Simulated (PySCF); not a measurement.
Ionisation energy of S⁺ by level of theory

S⁺ [Ne] 3s2 3p3 (4S) → S²⁺ [Ne] 3s2 3p2 (3P), as a difference of total energies. Computed with PySCF 2.14 in aug-cc-pVDZ-DK (5s4p2d, 27 functions), with scalar relativity by spin-free X2C-1e. Correlated levels: valence: [Ne] frozen. The calculations carry no spin-orbit coupling.

```csv
method,ionisation energy (eV),difference from reference (eV)
UHF,22.721,-0.617
M06-2X,23.137,-0.201
r2SCAN,23.523,+0.185
MP2 (valence),23.172,-0.166
SCS-MP2 (valence),23.014,-0.324
CCSD (valence),23.097,-0.241
CCSD(T) (valence),23.105,-0.233
```

Reference: 23.338 eV (measured; NIST Atomic Spectra Database, ionization energies).

The reference lies between the lowest fine-structure levels, while these numbers refer to the centres of the terms.

Errors of the correlated levels include the incompleteness of this basis and the frozen core.
